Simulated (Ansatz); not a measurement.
Species: sum formula TaO₄H₄ (charge 0, doublet). The spin state was set by rule; other spins were not relaxed. 
Geometry from a B3LYP-D3(BJ)/def2-TZVP (Ansatz, a quantum-chemistry and plane-wave program) optimisation:
SMILES: [OH][Ta]([OH])([OH])[OH]
```xyz
9

Ta     0.0000     0.0000     0.0000
O      1.2452     1.4397    -0.2681
H      1.5121     2.1905     0.2634
O      1.0100    -1.0273     1.2726
H      1.7838    -1.5878     1.2047
O     -0.5660    -0.0268    -1.8368
H     -0.8086    -0.7269    -2.4438
O     -1.6892    -0.3856     0.8323
H     -2.4873     0.1242     0.9757
```
Charge 0, spin multiplicity 2.

Total electronic energies in hartree. Valence correlation only, unless marked. UHF or UKS for open shells. No spin-orbit coupling. Frozen are the shells of the preceding noble gas and the d and f shells that filled before the atom's block. In def2 rows, elements after Kr have scalar-relativistic effective core potentials. CBS marks a two-point X^-3 extrapolation of the correlation energy; Hartree-Fock from the larger set. [CCSD(T)-MP2]/basis is that difference in the basis named.

```
level                                                              program  energy (Eh)
----------------------------------------------------------  --------------  -----------
RI-HF/def2-QZVPP                                                    Ansatz   -358.53870
BLYP-D3(BJ)/def2-TZVPD                                      Ansatz + dftd3   -360.62029
BLYP-D4/def2-TZVPD                                          Ansatz + dftd4   -360.62092
B3LYP-D3(BJ)/def2-TZVPD                                     Ansatz + dftd3   -360.69413
B3LYP-D4/def2-TZVPD                                         Ansatz + dftd4   -360.69364
PBE0/def2-TZVPD                                                     Ansatz   -360.32332
BHLYP/def2-TZVPD                                                    Ansatz   -360.38412
HSE06-D4/def2-TZVPD                                         Ansatz + dftd4          ___
RI-MP2/CBS(def2-TZVPP,def2-QZVPP)+[CCSD(T)-MP2]/def2-TZVPP          Ansatz    -359.8642
```

**Question.** Fill in the missing entries.

**Answer.** 
- HSE06-D4/def2-TZVPD, energy (Eh): -360.31383
